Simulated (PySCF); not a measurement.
## Chemical shifts up a ladder of levels: dibenzo[a,e]pentalene (C16H10)

System: dibenzo[a,e]pentalene (C16H10), SMILES C1=C2C(=Cc3ccccc32)c2ccccc21.

Atom-mapped SMILES (hydrogens are numbered by the atom that bears them): [CH:1]1=[C:2]2[C:3](=[CH:4][c:5]3[cH:6][cH:7][cH:8][cH:9][c:10]32)[c:11]2[cH:12][cH:13][cH:14][cH:15][c:16]21

GIAO shifts in ppm, gas phase, PySCF SCF with an in-house response code; 1H, 13C and 29Si against isolated TMS and 19F against isolated CFCl3 at the same level and kind of geometry; averaged over atoms that symmetry or fast rotation interchanges.

```tsv
atom	PBE0/pcSseg-1 on GFN2-xTB	KT3/pcSseg-2 on PBE0-D3(BJ)
C1/4	135.7	127.4
C2/3	156.7	148.9
C5/16	156.3	149.9
C6/15	129.1	121.2
C7/14	133.6	126.1
C8/13	133.2	125.8
C9/12	128.1	119.6
C10/11	141.7	134.9
H on 1/4	6.34	6.03
H on 6/15	6.92	6.45
H on 7/14	6.92	6.53
H on 8/13	6.89	6.52
H on 9/12	7.11	6.60
```

Question: What are the shifts at PBE0/pcSseg-2 on PBE0-D3(BJ)?

Answer: 
| atom | shift / ppm |
| --- | --- |
| C1/4 | 139.3 |
| C2/3 | 161.2 |
| C5/16 | 162.0 |
| C6/15 | 132.2 |
| C7/14 | 137.7 |
| C8/13 | 137.1 |
| C9/12 | 131.3 |
| C10/11 | 146.6 |
| H on 1/4 | 6.37 |
| H on 6/15 | 6.82 |
| H on 7/14 | 6.91 |
| H on 8/13 | 6.90 |
| H on 9/12 | 7.03 |
